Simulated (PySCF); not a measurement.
Delta-SCF ions had no search for a lower state. Excitations are Tamm–Dancoff values on a coarser integration grid. The basis has no diffuse functions, so Rydberg states are missing or too high.

**C$_{10}$H$_{9}$BO, SMILES `c1(cc(cc2-c(c1)ccc2)B)O` (charge 0, multiplicity 1)**

Calculation: PBE-D3(BJ)/def2-TZVP // PBE0-D3(BJ)/def2-SVP in PySCF.

| Quantity | Value |
|---|---|
| HOMO | -5.04 eV |
| dipole moment | 3.24 D |
| HOMO–LUMO gap | 1.76 eV |
| LUMO | -3.27 eV |
| S1 excitation (TDA) | 2.27 eV |
| S1 oscillator strength | 0.035 |
| brightest of the four lowest singlets (TDA) | 3.00 eV |
| T1 excitation (TDA) | 1.56 eV |
| S1–T1 gap (TDA) | 0.71 eV |
| vertical ionisation energy (Delta-SCF) | 7.29 eV |
| total energy | -13226.84 eV |
| cost | very roughly 17 core-minutes |

```xyz
21

B     -3.0889    -1.3151    -0.1092
C     -1.7472    -0.5582    -0.0654
C     -1.8112     0.8500    -0.0960
C     -0.8151     1.8288    -0.0716
O     -1.2889     3.1004    -0.1172
C      0.5717     1.6290    -0.0072
C      1.2913     0.4457     0.0476
C      2.6928     0.3431     0.1109
C      3.0346    -1.0168     0.1526
C      1.8734    -1.8014     0.1174
C      0.7576    -0.9452     0.0517
C     -0.5697    -1.3388     0.0015
H     -3.1054    -2.5249    -0.0858
H     -4.1331    -0.7070    -0.1671
H     -2.8177     1.2764    -0.1483
H     -0.5550     3.7225    -0.0971
H      1.1808     2.5429     0.0014
H      3.3842     1.1853     0.1246
H      4.0530    -1.4051     0.2048
H      1.8248    -2.8897     0.1366
H     -0.7320    -2.4219     0.0158
```
Charge 0, spin multiplicity 1.
